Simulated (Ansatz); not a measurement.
A nudged elastic band was laid between two geometries of C$_{5}$H$_{11}$Al (17 atoms, charge 0, multiplicity 1).

All numbers below come from Ansatz 0.2.0, RKS BHLYP-D4/6-31G.

| Quantity | Value |
| --- | --- |
| movable images | 5 |
| climbing image | yes |
| spring | 5.0 eV/Å² |
| optimiser | quadratic models (default) |
| start path | through a guess of the saddle point |
| force threshold | 0.05 eV/Å |
| iteration limit | 60 |
| end points | relaxed |

Image 0:

```xyz
17
Properties=species:S:1:pos:R:3
C -1.282 -1.882 -0.692
C -1.139 -0.555 -0.545
C -0.798 0.154 0.726
C -1.061 1.655 0.696
Al 1.077 -0.530 0.616
C 2.387 0.363 -0.551
H -1.447 -2.326 -1.658
H -1.289 -2.551 0.154
H -1.163 0.062 -1.435
H -1.295 -0.316 1.572
H -0.737 2.128 1.619
H -0.524 2.136 -0.121
H -2.120 1.880 0.566
H 1.409 -1.862 1.429
H 1.899 0.944 -1.332
H 3.009 1.051 0.024
H 3.054 -0.353 -1.026
```

Image 6:

```xyz
17
Properties=species:S:1:pos:R:3
C -0.945 -1.745 -0.726
C -1.254 -0.461 -0.492
C -0.662 0.404 0.575
C -1.464 1.664 0.875
Al 1.057 0.534 -0.436
C 2.575 -0.630 0.029
H -1.357 -2.280 -1.563
H -0.314 -2.310 -0.057
H -1.911 0.042 -1.190
H -0.487 -0.176 1.480
H -0.962 2.282 1.614
H -1.597 2.272 -0.019
H -2.456 1.431 1.262
H 1.100 1.537 -1.680
H 2.272 -1.454 0.671
H 3.044 -1.045 -0.862
H 3.341 -0.065 0.561
```

(1) What changes between the two ends?

(2) What energy profile does the band end with?

(3) What is the geometry of the highest image?

Answers

(1) No bond is made or broken. The dihedral C4–C3–Al5–C6 goes from -38 to 143°.

(2) The forces met the threshold. The highest image is number 3 of 0 to 6, 0.123 eV above the first end and 0.118 eV above the last; the last end lies 0.005 eV above the first. A vibrational analysis at the climbing image gives no mode beyond 40i cm⁻¹: the surface is too flat there to confirm a saddle point. Limits of this set-up: no polarisation functions.

```json
{"image": "0", "path coordinate (Å)": "0.00", "energy (eV)": "0.000", "dihedral C4–C3–Al5–C6 (°)": "-38"}
{"image": "1", "path coordinate (Å)": "1.87", "energy (eV)": "0.038", "dihedral C4–C3–Al5–C6 (°)": "-24"}
{"image": "2", "path coordinate (Å)": "3.74", "energy (eV)": "0.100", "dihedral C4–C3–Al5–C6 (°)": "2"}
{"image": "3", "path coordinate (Å)": "5.61", "energy (eV)": "0.123", "dihedral C4–C3–Al5–C6 (°)": "34"}
{"image": "4", "path coordinate (Å)": "7.77", "energy (eV)": "0.107", "dihedral C4–C3–Al5–C6 (°)": "74"}
{"image": "5", "path coordinate (Å)": "9.94", "energy (eV)": "0.065", "dihedral C4–C3–Al5–C6 (°)": "113"}
{"image": "6", "path coordinate (Å)": "12.11", "energy (eV)": "0.005", "dihedral C4–C3–Al5–C6 (°)": "143"}
```

(3) 
```xyz
17
Properties=species:S:1:pos:R:3:forces:R:3
C -2.144 -1.981 -0.022 0.02 0.03 0.01
C -1.455 -0.963 -0.533 0.00 -0.03 -0.04
C -0.580 -0.017 0.217 0.02 0.00 0.05
C -0.862 1.452 -0.142 -0.02 0.01 -0.01
Al 1.352 -0.484 -0.005 -0.01 0.02 -0.01
C 2.748 0.860 0.355 0.00 -0.01 0.02
H -2.729 -2.640 -0.640 -0.01 0.00 0.00
H -2.143 -2.190 1.037 0.00 0.00 0.00
H -1.506 -0.793 -1.603 -0.01 0.00 0.01
H -0.771 -0.149 1.290 0.00 0.00 0.00
H -0.217 2.132 0.409 0.00 0.00 0.00
H -0.706 1.640 -1.204 0.00 0.00 0.00
H -1.895 1.720 0.083 0.01 -0.01 0.00
H 1.771 -1.959 -0.461 0.00 0.00 0.00
H 2.348 1.772 0.792 0.00 0.00 0.00
H 3.505 0.463 1.032 0.00 0.00 -0.01
H 3.267 1.134 -0.565 0.00 0.00 -0.01
```

Run time: 7.9 min on 1 thread of Arm Neoverse V1, on a shared host, peak memory 0.2 GiB.
